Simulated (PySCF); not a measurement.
A GIAO shielding run with PySCF 2.14 (density fitting, non-relativistic, gas phase) on `InChI=1S/C5H12OSi2/c1-5(2)8-4-3-7-6-8/h8H,1,3-4,7H2,2H3/t8-/m1/s1`:

```
$ OMP_NUM_THREADS=1 python probes_run.py task.json out

{"job": {"kind": "nmr", "xc": "PBE0", "basis": "pcSseg-1"}, "charge": 0, "multiplicity": 1}
C      2.002789    -0.567304     1.485615
C      1.702782     0.252452     0.468606
C      2.730810     0.763273    -0.499916
Si    -0.081631     0.758478     0.231928
C     -0.899968    -0.010076    -1.300389
C     -2.372513    -0.299968    -0.933209
Si    -2.388831    -0.761616     0.904926
O     -1.043409     0.091214     1.440495
H      3.030010    -0.910409     1.662308
H      1.233776    -0.918703     2.180817
H      2.769368     1.865844    -0.497270
H      3.738103     0.387519    -0.262295
H      2.493028     0.463596    -1.535023
H     -0.203806     2.250409     0.246473
H     -0.810477     0.606615    -2.209171
H     -0.366144    -0.954315    -1.507245
H     -2.981522     0.613274    -1.051308
H     -2.827023    -1.064398    -1.584001
H     -3.613877    -0.315380     1.630216
H     -2.195640    -2.224448     1.145629
```

Hardware: 1 thread of an Arm Neoverse V2, shared host. The job also computes population analyses, field gradients, ring-centre shieldings.

Task: How large is the calculation?

Result: 78 electrons, 210 basis functions and 1134 auxiliary functions.

Task: How long does it take, and how much memory does it need?

Result: 39 s of wall time, with 14 SCF cycles and 5 response iterations; peak memory 0.97 GiB. Times on a shared host scatter by some tens of per cent.

Task: And these other runs on the same molecule and hardware: GIAO shielding at mPW1PW91/pcSseg-1?

Result: mPW1PW91/pcSseg-1: 210 functions, 35 s.
